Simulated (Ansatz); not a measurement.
Ansatz (a first-principles code) input:

Ansatz 0.2 input:
```yaml
crystal:
  periodic: [false, false, false]
  atoms:
    - {symbol: Se, position_ang: [0.01199726, -0.00363999, 1.09864205]}
    - {symbol: I, position_ang: [0.95519835, -1.75199806, -0.36867602]}
    - {symbol: I, position_ang: [-0.96289470, 1.75433315, -0.33611322]}
basis:
  gaussian:
    orbitals: def2-TZVP
hamiltonian:
  xc: b3lyp
  dispersion: d3bj
total_charge: 1
magnetization: {spin_polarized: true, initial_magnetization: 1}
phonons: {temperatures: {t_min: 298.15, t_max: 298.15, t_step: 100}}
```

Problem. What final total energy does it print?

Solution. -2996.93013 Eh (B3LYP-D3(BJ)/def2-TZVP). The basis has 148 functions.
